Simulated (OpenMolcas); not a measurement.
Ti2+ (d2) in a complex was computed by CASSCF with the d shell active (OpenMolcas, ANO-RCC-VTZP on the metal). Its lowest spin-free states, and all those of the highest spin:

```tsv
2S+1	Degeneracy	E (cm-1)
3	1	0.0
3	3	2565
3	3	4471
1	2	11379
1	3	13577
3	3	15193
1	1	17441
1	3	17961
1	2	18901
1	3	19831
1	1	40975
```

Task: Is the site octahedral, tetrahedral or cube-like, axial, or of lower symmetry?

Result: The states with 2S+1 = 3 have orbital degeneracies 1, 3, 3, 3. Threefold states need a cubic site. For d2 at this spin an octahedron puts the threefold T1 below the threefold T2 and a tetrahedron or cube puts the single A2 below the threefold T2, so the site is a tetrahedron or a cube, which this pattern cannot tell apart. The first gap at this spin, 2570 cm-1, is |10Dq| in ligand-field theory. The run had Ti2+ with 4 ligands (bromide) in tetrahedral coordination (Td) at 2.64 Å. A charge of +0.5 e stands 3.2 Å behind each ligand. Ligand basis ANO-RCC-VTZP.

Without dynamic correlation the repulsion within the d shell is too large (B by tens of per cent), so at a given field states of lower spin stand too high. Ligand-to-metal charge-transfer states are missing. With no ligand orbital active B as a rule stays too high, so bands that hang on it stand too high and its fall with covalency is understated. With metal d orbitals alone and no dynamic correlation the field as a rule comes out too small, by tens of per cent, by up to half for chloride and softer ligands. No measured value stands beside these numbers; the geometry is a model, was not optimised and need not be the one that this ion takes.
